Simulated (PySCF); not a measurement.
Ge(Cl)3(SH) (Cl3GeHS), SMILES [SH][Ge]([Cl])([Cl])[Cl]. Atoms are numbered in the order given.

```xyz
6

S      0.7580     2.0863     0.0000
Ge     0.0012     0.0081     0.0000
Cl     0.6543    -1.0982    -1.7316
Cl    -2.1449     0.1186     0.0000
Cl     0.6543    -1.0982     1.7316
H      2.0515     1.6823     0.0000
```
Charge 0, spin multiplicity 1.

Geometry: B3LYP-D3(BJ)/def2-SVP. The structure was generated by enumeration, and PubChem lists no compound with its InChIKey, so it may never have been made. One conformer was computed; it need not be the lowest.

Method: PBE0/def2-TZVP in PySCF.

Symmetry labels are those of the subgroup Cs that the program uses (full group Cs).

Question: List the valence orbital energies around the gap with their symmetry. (The exact figures need the calculation; the answer reports its results.)

Answer: 
| orbital | symmetry | energy (eV) |
|---|---|---|
| HOMO−7 | A' | -11.13 |
| HOMO−6 | A" | -10.09 |
| HOMO−5 | A' | -10.09 |
| HOMO−4 | A" | -9.69 |
| HOMO−3 | A' | -9.68 |
| HOMO−2 | A' | -9.53 |
| HOMO−1 | A" | -9.43 |
| HOMO | A" | -8.38 |
| LUMO | A' | -2.30 |
| LUMO+1 | A' | -0.37 |
| LUMO+2 | A' | 0.17 |
| LUMO+3 | A" | 0.17 |
